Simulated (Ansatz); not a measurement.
Start from `[F][Sn]([F])([SiH3])[Cl]` and change one atom or group to get `[F][Sn]([SiH3])([Cl])[Cl]`.

Ansatz, PBE0-D4/def2-TZVP geometries, multiplicity 1. 

Elements past krypton have def2 core potentials.

```
                                          property  `[F][Sn]([F])([SiH3])[Cl]`
    zero-point energy (PBE0-D4/def2-TZVP) / kJ/mol                        78.5
                 LUMO energy (PBE/def2-TZVPP) / eV                       -2.92
                LUMO energy (PBE0/def2-TZVPP) / eV                       -2.02
               HOMO–LUMO gap (PBE/def2-TZVPP) / eV                        4.93
size of the dipole moment (ωB97M-V/def2-TZVPP) / D                        5.00
  size of the dipole moment (B3LYP/def2-TZVPP) / D                        4.99
```

(1) Give the same properties after the change, and the shifts. (An estimate is asked.)

Answers

(1) The calculation gave: 
```json
{"property": "zero-point energy (PBE0-D4/def2-TZVP) / kJ/mol", "`[F][Sn]([SiH3])([Cl])[Cl]`": "76.4", "shift": "-2.1"}
{"property": "LUMO energy (PBE/def2-TZVPP) / eV", "`[F][Sn]([SiH3])([Cl])[Cl]`": "-2.98", "shift": "-0.06"}
{"property": "LUMO energy (PBE0/def2-TZVPP) / eV", "`[F][Sn]([SiH3])([Cl])[Cl]`": "-2.09", "shift": "-0.07"}
{"property": "HOMO–LUMO gap (PBE/def2-TZVPP) / eV", "`[F][Sn]([SiH3])([Cl])[Cl]`": "4.68", "shift": "-0.25"}
{"property": "size of the dipole moment (ωB97M-V/def2-TZVPP) / D", "`[F][Sn]([SiH3])([Cl])[Cl]`": "4.49", "shift": "-0.51"}
{"property": "size of the dipole moment (B3LYP/def2-TZVPP) / D", "`[F][Sn]([SiH3])([Cl])[Cl]`": "4.47", "shift": "-0.52"}
```

With PBE0 the HOMO rises by 0.27 eV and the LUMO falls by 0.07 eV, so the gap narrows by about 0.34 eV. PBE moves the HOMO by 0.19 eV and ωB97M-V by 0.31 eV. Dipoles are sizes alone; their direction can turn.

B3LYP here is the variant with VWN-RPA as its local correlation; programs differ in this.
